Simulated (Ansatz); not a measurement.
Species: CH₃Se, SMILES `[CH2][SeH]` (H–C–Se–H torsion 180°) (charge 0, multiplicity 2).

Problem. Give a relaxed geometry from PBE0-D4/def2-TZVP in Ansatz (a quantum-chemistry and plane-wave program).

Solution. This is not unique; one that fits is the end point of this relaxation, one of several conformers (outside a Z-matrix the atoms follow the SMILES, hydrogens last).
Z-matrix (Å, degrees):
```
C
H 1 1.0780
H 1 1.0791 2 121.47
Se 1 1.8493 2 121.29 3 174.08
H 4 1.4681 1 96.21 2 5.43
```
